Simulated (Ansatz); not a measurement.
The cluster Be2I5⁻, relaxed as a singlet with RKS r2SCAN-D4/def2-SVPD in Ansatz, starting from the GFN2-xTB geometry. Force threshold 0.02 eV/Å.

In the def2 sets I takes a core potential; there is no spin–orbit coupling. Another isomer (singlet) lies 0.24 eV lower at PBE0-D4/def2-TZVPD; other spin states weren't run for this one.

Start:

```xyz
7

Be   -1.494    1.529   -0.012
Be    1.344   -1.661    0.066
I    -0.938   -0.826    0.332
I     1.583   -3.765   -0.833
I    -3.084    2.444    1.376
I     3.066   -0.343    0.837
I    -0.477    2.622   -1.765
```

```csv
step,energy (eV),largest force component (eV/Å),SCF passes
1,-41333.0300,0.309,15
2,-41333.0552,0.361,18
3,-41333.0866,0.052,18
4,-41333.0981,0.120,18
5,-41333.1032,0.071,18
6,-41333.1055,0.010,19
```

Force components are those of the run's own axes.

End:

| atom | x (Å) | y (Å) | z (Å) |
| --- | --- | --- | --- |
| Be1 | -1.3543 | 1.4262 | 0.0372 |
| Be2 | 1.2352 | -1.5311 | 0.0051 |
| I3 | -1.0970 | -0.9651 | 0.3895 |
| I4 | 1.5403 | -3.6458 | -0.8300 |
| I5 | -2.9765 | 2.3780 | 1.3505 |
| I6 | 2.8393 | -0.0736 | 0.6964 |
| I7 | -0.1871 | 2.4115 | -1.6487 |

By distances, no bond broke or formed. The bond that changes most is Be1–I7, from 2.30 to 2.27 Å (atoms count from 1).

No frequencies were taken in this run, so the end may be a saddle point.

Run time 32 s (4 threads of Arm Neoverse V2 on a shared host).
